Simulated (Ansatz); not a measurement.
Reaction (redistribution): `[SH][In]([Br])[Br]` + `F[Si]1(Br)CC1` → `[Br][In]([Br])[Br]` + `F[Si]1(S)CC1`

Calculated with Ansatz (gas phase, PBE0-D4/def2-TZVP geometries, no zero-point term in ΔE). CCSD(T)/CBS adds triple-zeta CCSD(T) − MP2 to the extrapolated MP2 energy (def2 sets, frozen cores). DFT in def2-TZVPP. Elements past krypton have def2 core potentials. For Br, In outer-core shells are correlated without core-valence functions, which leaves a few kJ/mol of doubt a bond. Scalar relativity is left out up to krypton. One conformer a species, not always the lowest.

| level | ΔE (kcal/mol) |
| --- | --- |
| B2PLYP | -1.3 |
| HF/def2-QZVPP | -3.0 |

Problem. What does CCSD(T)/CBS give? (An estimate is asked.)

Solution. Computed: -1.1 kcal/mol. The listed levels differ from it by -0.2, -1.9 kcal/mol.

Largest T1 diagnostic among the species: 0.011.

In def2-TZVPP, CCSD(T) changes the Hartree–Fock value by +2.0 kcal/mol (the triples alone add +0.2 kcal/mol) and MP2 by +2.5 kcal/mol.
